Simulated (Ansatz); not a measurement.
A structure drawn as `N[SiH2][Se][SiH3]`, with this starting geometry:

```xyz
11

N    -0.456    0.032   -2.552
Si    0.075   -0.270   -0.911
Se   -0.677    1.415    0.376
Si    0.253    0.583    2.228
H    -1.484   -0.044   -2.602
H    -0.135   -0.841   -3.161
H    -0.479   -1.518   -0.413
H     1.527   -0.265   -0.873
H    -0.033    1.349    3.411
H     1.708    0.403    2.031
H    -0.299   -0.844    2.466
```

Total charge 0; spin multiplicity 1.

(1) Relax it with Ansatz at PBE-D4/def2-SVP and then PBE0-D4/def2-TZVP. Is the drawn bonding still there?

(2) Give the relaxed structure. (Best estimate.)

Atoms count as bonded under 1.1 times the sum of their covalent radii (H–H under 0.85 Å, pairs among N, O and F under 1.55 Å), and a drawn bond as lost past 1.3 times.

Answers

(1) Yes, every drawn bond is still there and no new one forms.

(2) The calculation gave: 
Z-matrix (Å, degrees):
```
Si
Se 1 2.298
N 1 1.710 2 117.4
H 1 1.481 2 103.5 3 119.9
H 1 1.483 2 107.8 3 -120.5
Si 2 2.271 1 93.9 3 74.5
H 3 1.008 1 119.2 2 -78.0
H 3 1.008 1 119.7 2 63.6
H 6 1.485 2 111.4 1 75.3
H 6 1.483 2 107.7 1 -164.4
H 6 1.488 2 110.4 1 -45.1
```
No frequency check was run.
